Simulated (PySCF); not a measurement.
Isomers of C6H14NPSi, mass 159.063 u with the commonest isotopes. Method: PBE0/pcSseg-1 in PySCF (dipole) on a GFN2-xTB geometry, gas phase. One conformer each, none proved a minimum here; rigid rotors.

**Question.** Order these by dipole moment, largest first.
A. `[CH3:1][C:2]([CH3:3])([CH2:4][C:5]#[N:6])[CH2:7][SiH2:8][PH2:9]` with C1–C2–C4–C5 65°, C1–C2–C7–Si8 -178°, C2–C7–Si8–P9 -178°, C7–Si8–P9–H -169° and -76°
B. `[CH:1]#[C:2][CH2:3][P:4]([SiH3:5])[CH2:6][N:7]([CH3:8])[CH3:9]` with C2–C3–P4–Si5 -47°, C3–P4–C6–N7 -142°, P4–C6–N7–C8 160°
C. `[CH3:1][C:2]#[C:3][P@@:4]([CH3:5])([CH2:6][CH3:7])=[N:8][SiH3:9]` with C3–P4–C6–C7 180°

**Answer.** C (4.52 D), A (3.62 D), B (2.06 D).

**Question.** Order these by rotational constant B, smallest first.
A. `[CH:1]#[C:2][CH2:3][P:4]([SiH3:5])[CH2:6][N:7]([CH3:8])[CH3:9]` with C2–C3–P4–Si5 -47°, C3–P4–C6–N7 -142°, P4–C6–N7–C8 160°
B. `[CH3:1][C:2]([CH3:3])([CH2:4][C:5]#[N:6])[CH2:7][SiH2:8][PH2:9]` with C1–C2–C4–C5 65°, C1–C2–C7–Si8 -178°, C2–C7–Si8–P9 -178°, C7–Si8–P9–H -169° and -76°
C. `[CH3:1][C:2]#[C:3][P@@:4]([CH3:5])([CH2:6][CH3:7])=[N:8][SiH3:9]` with C3–P4–C6–C7 180°

**Answer.** B (649.7 MHz), C (791.0 MHz), A (830.1 MHz).

**Question.** Order these by out-of-plane moment Σ m c² = (Ia + Ib − Ic)/2, smallest first.
A. `[CH:1]#[C:2][CH2:3][P:4]([SiH3:5])[CH2:6][N:7]([CH3:8])[CH3:9]` with C2–C3–P4–Si5 -47°, C3–P4–C6–N7 -142°, P4–C6–N7–C8 160°
B. `[SiH3]N=[P@]12CC[C@H](CC1)C2`
C. `[CH3:1][C:2]([CH3:3])([CH2:4][C:5]#[N:6])[CH2:7][SiH2:8][PH2:9]` with C1–C2–C4–C5 65°, C1–C2–C7–Si8 -178°, C2–C7–Si8–P9 -178°, C7–Si8–P9–H -169° and -76°
D. `[CH3:1][C:2]#[C:3][P@@:4]([CH3:5])([CH2:6][CH3:7])=[N:8][SiH3:9]` with C3–P4–C6–C7 180°

**Answer.** B (72.33 u·Å²), C (86.48 u·Å²), D (109.21 u·Å²), A (133.28 u·Å²).

```csv
SMILES,point group,Ia (u·Å²),Ib (u·Å²),Ic (u·Å²),κ,μa (D),μb (D),μc (D)
CC#C[P@@](C)(CC)=N[SiH3],C1,408.57,638.93,829.08,-0.42,3.05,3.06,1.33
CC(C)(CC#N)C[SiH2]P,C1,322.68,777.85,927.57,-0.79,0.83,3.25,1.35
C#CCP([SiH3])CN(C)C,C1,325.76,608.79,667.99,-0.81,1.04,1.70,0.54
[SiH3]N=[P@]12CC[C@H](CC1)C2,C1,197.17,646.66,699.16,-0.94,4.33,1.21,0.24
```
